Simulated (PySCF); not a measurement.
One molecule, one basis, several functionals.

Species: C3H5BF2S.
InChI=1S/C3H5BF2S/c1-3(7-2)4(5)6/h1H2,2H3

Torsions of this conformer, `[CH2:1]=[C:2]([S:3][CH3:4])[B:5]([F:6])[F:7]`: C1–C2–S3–C4 -1°, C1–C2–B5–F6 -177°.

PySCF, def2-SVPD basis, density fitting, gas phase, PBE0-D3(BJ)/def2-SVP geometry; singlet excitations by full TDDFT with frozen cores, triplets by Tamm–Dancoff TDDFT and ionisation energies by ΔSCF, from the lowest of the holes tried. One functional is left out:

```tsv
functional	exact exchange (%)	HOMO energy (eV)	LUMO energy (eV)	lowest singlet excitation (eV)	lowest triplet excitation (eV)	dipole moment (D)	mean polarisability (au)	vertical ionisation energy (eV)
LDA	0	-5.71	-2.61	3.85	2.80	2.955	75.8	8.77
PBE	0	-5.56	-2.36	3.96	2.77	2.867	75.1	8.56
PBE0	25	-6.62	-1.48	4.48	2.95	3.007	72.0	8.63
BHandHLYP	50	-7.54	-0.44	4.93	3.09	3.106	70.0	8.55
```

Predict the row of B3LYP (20 % exact exchange) by straight lines through the other rows, and check it.

| property | line | computed | computed − line | PBE0 (25 %), for comparison |
| --- | --- | --- | --- | --- |
| HOMO energy (eV) | -6.41 | -6.41 | 0.00 | -6.62 |
| LUMO energy (eV) | -1.67 | -1.67 | 0.00 | -1.48 |
| lowest singlet excitation (eV) | 4.33 | 4.36 | +0.03 | 4.48 |
| lowest triplet excitation (eV) | 2.91 | 2.96 | +0.05 | 2.95 |
| dipole moment (D) | 2.989 | 2.951 | -0.038 | 3.007 |
| mean polarisability (au) | 73.1 | 72.8 | -0.3 | 72.0 |
| vertical ionisation energy (eV) | 8.62 | 8.65 | +0.03 | 8.63 |

Which of these properties follows the share of exact exchange most closely, and which least?

Most closely the HOMO energy, least the vertical ionisation energy; the correlations over the tabulated rows are HOMO energy -0.998, lowest triplet excitation 0.996, LUMO energy 0.995, lowest singlet excitation 0.994, mean polarisability -0.986, dipole moment 0.933, vertical ionisation energy -0.523. The HOMO energy moves by -0.382 eV for every 10 %. Functionals with the same share still differ in their other parts: at 0 % LDA and PBE differ by 0.15 eV in it.
